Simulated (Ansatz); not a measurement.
System: sum formula H₅SiN₂O, net charge 0, doublet state. It need not be the lowest isomer of its formula. 
Structure (B3LYP-D3(BJ)/def2-TZVP (Ansatz, a program for electronic structure) minimum search):
```
Si
O 1 1.6667
H 2 0.9604 1 116.12
N 1 1.7161 2 101.71 3 162.92
H 4 1.0074 1 120.04 2 176.04
H 4 1.0080 5 112.16 1 -149.35
N 1 1.7163 2 119.09 3 -81.70
H 7 1.0060 1 121.88 2 88.73
H 7 1.0109 8 112.50 1 157.65
```
Charge 0, spin multiplicity 2.

Total electronic energies in hartree. Cores are frozen in the correlated levels unless marked. Open shells are spin-unrestricted. No spin-orbit coupling. Non-relativistic. Basis-set limits of correlation are two-point, X^-3; Hartree-Fock from the larger set.

```
level                                        program  energy (Eh)
------------------------------------  --------------  -----------
BLYP/def2-TZVPD                               Ansatz   -477.34233
r2SCAN-D3(BJ)/def2-TZVPD              Ansatz + dftd3   -477.27373
r2SCAN-D4/def2-TZVPD                  Ansatz + dftd4   -477.27351
B97M-V/def2-TZVPD                             Ansatz            …
BHLYP/def2-TZVPD                              Ansatz            …
HSE06-D4/def2-TZVPD                   Ansatz + dftd4   -477.05234
HSE06/def2-TZVPD                              Ansatz   -477.04761
wB97M-V/def2-TZVPD                            Ansatz   -477.30386
wB97X-V/def2-TZVPD                            Ansatz   -477.28021
B2GP-PLYP-D4/def2-TZVPD               Ansatz + dftd4            …
MP2/STO-3G                                    Ansatz   -469.96659
CCSD/cc-pV(D+d)Z                              Ansatz   -476.32647
CCSD(T)/cc-pV(T+d)Z                           Ansatz   -476.60436
CCSD(T)/cc-pV(Q+d)Z                           Ansatz   -476.67998
CCSD(T)/CBS(cc-pV(T+d)Z,cc-pV(Q+d)Z)          Ansatz    -476.7201
```

Q: Fill in the missing entries.

A: 
- B97M-V/def2-TZVPD, energy (Eh): -477.27222
- BHLYP/def2-TZVPD, energy (Eh): -477.29116
- B2GP-PLYP-D4/def2-TZVPD, energy (Eh): -477.06362
